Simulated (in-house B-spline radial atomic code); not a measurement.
Orbital energies and mean radii along the 26-electron series, configuration [Ar] 3d8. The effective charge is n√(-2ε), a non-relativistic measure. Computed with a B-spline radial code for spherical atoms: non-relativistic Hartree-Fock, average of the configuration, point nuclei.

This level leaves out relativity, spin-orbit splitting included, which matters for heavy ions.

```json
{"ion": "Co+", "Z": "27", "energy of 1s (Eh)": "-283.16", "mean radius of 1s (bohr)": "0.056877", "energy of 2p (Eh)": "-30.193", "mean radius of 2p (bohr)": "0.22574", "energy of 3p (Eh)": "-3.1063", "mean radius of 3p (bohr)": "0.83113", "effective charge of 1s": "23.798"}
{"ion": "Ni2+", "Z": "28", "energy of 1s (Eh)": "-306.34", "mean radius of 1s (bohr)": "0.054807", "energy of 2p (Eh)": "-33.655", "mean radius of 2p (bohr)": "0.21626", "energy of 3p (Eh)": "-3.9932", "mean radius of 3p (bohr)": "0.78462", "effective charge of 1s": "24.752"}
{"ion": "Cu3+", "Z": "29", "energy of 1s (Eh)": "-330.56", "mean radius of 1s (bohr)": "0.052881", "energy of 2p (Eh)": "-37.419", "mean radius of 2p (bohr)": "0.20754", "energy of 3p (Eh)": "-5.0389", "mean radius of 3p (bohr)": "0.74098", "effective charge of 1s": "25.712"}
{"ion": "Zn4+", "Z": "30", "energy of 1s (Eh)": "-355.81", "mean radius of 1s (bohr)": "0.051087", "energy of 2p (Eh)": "-41.467", "mean radius of 2p (bohr)": "0.19948", "energy of 3p (Eh)": "-6.2237", "mean radius of 3p (bohr)": "0.70089", "effective charge of 1s": "26.676"}
{"ion": "Ga5+", "Z": "31", "energy of 1s (Eh)": "-382.08", "mean radius of 1s (bohr)": "0.04941", "energy of 2p (Eh)": "-45.788", "mean radius of 2p (bohr)": "0.19201", "energy of 3p (Eh)": "-7.538", "mean radius of 3p (bohr)": "0.66435", "effective charge of 1s": "27.643"}
{"ion": "Ge6+", "Z": "32", "energy of 1s (Eh)": "-409.36", "mean radius of 1s (bohr)": "0.047839", "energy of 2p (Eh)": "-50.375", "mean radius of 2p (bohr)": "0.18508", "energy of 3p (Eh)": "-8.9764", "mean radius of 3p (bohr)": "0.63113", "effective charge of 1s": "28.613"}
{"ion": "As7+", "Z": "33", "energy of 1s (Eh)": "-437.65", "mean radius of 1s (bohr)": "0.046365", "energy of 2p (Eh)": "-55.226", "mean radius of 2p (bohr)": "0.17862", "energy of 3p (Eh)": "-10.535", "mean radius of 3p (bohr)": "0.6009", "effective charge of 1s": "29.585"}
{"ion": "Se8+", "Z": "34", "energy of 1s (Eh)": "-466.95", "mean radius of 1s (bohr)": "0.044979", "energy of 2p (Eh)": "-60.338", "mean radius of 2p (bohr)": "0.17259", "energy of 3p (Eh)": "-12.213", "mean radius of 3p (bohr)": "0.57333", "effective charge of 1s": "30.56"}
{"ion": "Br9+", "Z": "35", "energy of 1s (Eh)": "-497.25", "mean radius of 1s (bohr)": "0.043673", "energy of 2p (Eh)": "-65.708", "mean radius of 2p (bohr)": "0.16694", "energy of 3p (Eh)": "-14.007", "mean radius of 3p (bohr)": "0.54812", "effective charge of 1s": "31.536"}
{"ion": "Kr10+", "Z": "36", "energy of 1s (Eh)": "-528.56", "mean radius of 1s (bohr)": "0.042441", "energy of 2p (Eh)": "-71.335", "mean radius of 2p (bohr)": "0.16165", "energy of 3p (Eh)": "-15.917", "mean radius of 3p (bohr)": "0.525", "effective charge of 1s": "32.513"}
{"ion": "Rb11+", "Z": "37", "energy of 1s (Eh)": "-560.87", "mean radius of 1s (bohr)": "0.041276", "energy of 2p (Eh)": "-77.219", "mean radius of 2p (bohr)": "0.15668", "energy of 3p (Eh)": "-17.943", "mean radius of 3p (bohr)": "0.50373", "effective charge of 1s": "33.492"}
{"ion": "Sr12+", "Z": "38", "energy of 1s (Eh)": "-594.18", "mean radius of 1s (bohr)": "0.040173", "energy of 2p (Eh)": "-83.358", "mean radius of 2p (bohr)": "0.15199", "energy of 3p (Eh)": "-20.082", "mean radius of 3p (bohr)": "0.4841", "effective charge of 1s": "34.473"}
{"ion": "Zr14+", "Z": "40", "energy of 1s (Eh)": "-663.82", "mean radius of 1s (bohr)": "0.038136", "energy of 2p (Eh)": "-96.399", "mean radius of 2p (bohr)": "0.14341", "energy of 3p (Eh)": "-24.703", "mean radius of 3p (bohr)": "0.44909", "effective charge of 1s": "36.437"}
{"ion": "Nb15+", "Z": "41", "energy of 1s (Eh)": "-700.14", "mean radius of 1s (bohr)": "0.037192", "energy of 2p (Eh)": "-103.3", "mean radius of 2p (bohr)": "0.13947", "energy of 3p (Eh)": "-27.183", "mean radius of 3p (bohr)": "0.43342", "effective charge of 1s": "37.42"}
{"ion": "Mo16+", "Z": "42", "energy of 1s (Eh)": "-737.47", "mean radius of 1s (bohr)": "0.036294", "energy of 2p (Eh)": "-110.45", "mean radius of 2p (bohr)": "0.13574", "energy of 3p (Eh)": "-29.776", "mean radius of 3p (bohr)": "0.4188", "effective charge of 1s": "38.405"}
{"ion": "Tc17+", "Z": "43", "energy of 1s (Eh)": "-775.8", "mean radius of 1s (bohr)": "0.035438", "energy of 2p (Eh)": "-117.86", "mean radius of 2p (bohr)": "0.13219", "energy of 3p (Eh)": "-32.482", "mean radius of 3p (bohr)": "0.40514", "effective charge of 1s": "39.39"}
{"ion": "Ru18+", "Z": "44", "energy of 1s (Eh)": "-815.12", "mean radius of 1s (bohr)": "0.034622", "energy of 2p (Eh)": "-125.52", "mean radius of 2p (bohr)": "0.12883", "energy of 3p (Eh)": "-35.3", "mean radius of 3p (bohr)": "0.39234", "effective charge of 1s": "40.376"}
{"ion": "Rh19+", "Z": "45", "energy of 1s (Eh)": "-855.45", "mean radius of 1s (bohr)": "0.033843", "energy of 2p (Eh)": "-133.43", "mean radius of 2p (bohr)": "0.12563", "energy of 3p (Eh)": "-38.231", "mean radius of 3p (bohr)": "0.38033", "effective charge of 1s": "41.363"}
{"ion": "Pd20+", "Z": "46", "energy of 1s (Eh)": "-896.79", "mean radius of 1s (bohr)": "0.033097", "energy of 2p (Eh)": "-141.6", "mean radius of 2p (bohr)": "0.12259", "energy of 3p (Eh)": "-41.274", "mean radius of 3p (bohr)": "0.36903", "effective charge of 1s": "42.351"}
```

Problem. How does the screening of 1s change?

Solution. Z less the effective charge goes from 3.20 at Z = 27 to 3.65 at Z = 46.
